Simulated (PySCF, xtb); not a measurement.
arsenic trifluoride (AsF₃), SMILES F[As](F)F.

GFN2-xTB in xtb at its own geometry gives an orbital gap of 7.04 eV and a dipole moment of 2.11 D.

Geometry: ωB97X-D3(BJ)/def2-SVP.

Question: What does B3LYP/def2-TZVPD (PySCF) give? (Estimate from the structure and the level; the computed values follow.)

Answer: gap 8.32 eV (levels -9.84 and -1.53 eV), dipole 2.56 D.
